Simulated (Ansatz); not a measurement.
Total energies of C$_{2}$H$_{5}$Cl$_{3}$Ge, SMILES `C[CH2][Ge]([Cl])([Cl])[Cl]`.

```xyz
11

C     0.834    0.532    1.117
C     0.572   -0.541    0.072
Ge   -1.007   -0.178   -0.992
Cl   -2.755   -0.052    0.234
Cl   -1.348   -1.703   -2.449
Cl   -0.827    1.682   -2.032
H     1.732    0.290    1.691
H     0.003    0.618    1.819
H     0.987    1.510    0.656
H     0.412   -1.524    0.522
H     1.398   -0.634   -0.638
```

The species carries charge 0 and has multiplicity 1. Correlated methods include outer-core shells of Ge, which these sets cover unevenly. Scalar relativity is left out up to krypton. Geometry: relaxed with PBE0-D4/def2-TZVP. It is one conformer, not always the lowest. Basis def2-TZVPP, Ansatz.

RPA on PBE orbitals: Hartree–Fock energy of these orbitals -3532.65594 Eh, correlation -1.88419 Eh (frozen core).

```tsv
functional	energy without D4 (Eh)	D4 term (kJ/mol)
r2SCANh	-3536.89057	-9.5
PBE-QIDH	-3535.65760	–
```

Question: Give the same for LDA (SPW92), PBE, revPBE, BLYP, r2SCAN, B97M-V, PBE0, B3LYP, r2SCAN0, HSE06 (plane-wave form), BHLYP, CAM-B3LYP, LC-ωPBE, ωB97X-V, ωB97M-V, B2PLYP. (An estimate is asked.)

Answer: Ansatz gave: 
| functional | energy without D4 (Eh) | D4 term (kJ/mol) |
| --- | --- | --- |
| LDA (SPW92) | -3528.68346 | – |
| PBE | -3536.05700 | -35.3 |
| revPBE | -3536.60503 | -90.5 |
| BLYP | -3537.04031 | -74.6 |
| r2SCAN | -3536.90474 | -8.8 |
| B97M-V | -3536.31149 | – |
| PBE0 | -3536.23925 | -30.6 |
| B3LYP | -3537.13899 | -57.2 |
| r2SCAN0 | -3536.87107 | -10.6 |
| HSE06 (plane-wave form) | -3536.21204 | -28.9 |
| BHLYP | -3536.97842 | -48.1 |
| CAM-B3LYP | -3537.16244 | -31.8 |
| LC-ωPBE | -3536.35178 | – |
| ωB97X-V | -3536.63700 | – |
| ωB97M-V | -3536.82582 | – |
| B2PLYP | -3536.21765 | – |

B3LYP takes the VWN-RPA correlation (the form of Gaussian; ORCA's B3LYP/G). HSE06 is the plane-wave form, built on full-range PBE exchange. The double hybrids freeze the cores in their second-order part.

LC-ωPBE has ω = 0.4 bohr⁻¹.
